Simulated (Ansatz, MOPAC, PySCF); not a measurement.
Two conformers of CH4GeO2 (SMILES C[O][Ge][OH]), B3LYP-D3(BJ)/def2-TZVP minima.
Conformer 1 (charge 0, multiplicity 1, Z-matrix in Å and degrees):
```
O
C 1 1.4170
H 2 1.0928 1 109.60
H 2 1.0928 3 108.48 1 -119.63
H 2 1.0969 3 108.23 4 -117.21
Ge 1 1.8079 2 123.26 3 120.57
O 6 1.7899 1 95.11 2 -180.00
H 7 0.9671 6 112.16 1 0.00
```
Conformer 2 (charge 0, multiplicity 1):
```xyz
8

C      0.9127    -0.4027     0.4672
O      0.6603     0.9891     0.4305
Ge    -0.9049     1.8130     0.0866
O     -2.0124     0.4145    -0.1856
H      0.3167    -0.9035     1.2384
H      0.7069    -0.8786    -0.4981
H      1.9671    -0.5570     0.7018
H     -1.6464    -0.4747    -0.1150
```

No zero-point or thermal terms.

Frozen-core correlation. Filled d and f shells under p-block atoms count as core. Rows in 3-21G, 6-31G* carry no dispersion term and start afresh at each structure (6-31G* with six Cartesian d functions); the Pople sets are all-electron and without relativity. MP2/6-31G* freezes PySCF's default core, which leaves 3d correlated. The state that AM1, PM3 reach isn't checked.

Programs: Ansatz (Gaussian orbitals); MOPAC for AM1, PM3 (differences of heats of formation); PySCF for 3-21G rows, 6-31G* rows. 

```csv
level,electronic energy of conformer 2 less that of conformer 1 (kcal/mol)
AM1,4.28
PM3,-0.89
HF/3-21G,2.16
BLYP/def2-TZVPP,1.45
revPBE/def2-TZVPP,1.65
r2SCAN/def2-TZVPP,1.57
B97M-V/def2-TZVPP,1.36
MP2/6-31G*,…
CCSD(T)/cc-pVTZ,…
```

Problem. Some entries are withheld; supply them.

Solution. 
- MP2/6-31G*, electronic energy of conformer 2 less that of conformer 1 (kcal/mol): 1.83
- CCSD(T)/cc-pVTZ, electronic energy of conformer 2 less that of conformer 1 (kcal/mol): 1.27

Ansatz is a program for electronic structure.
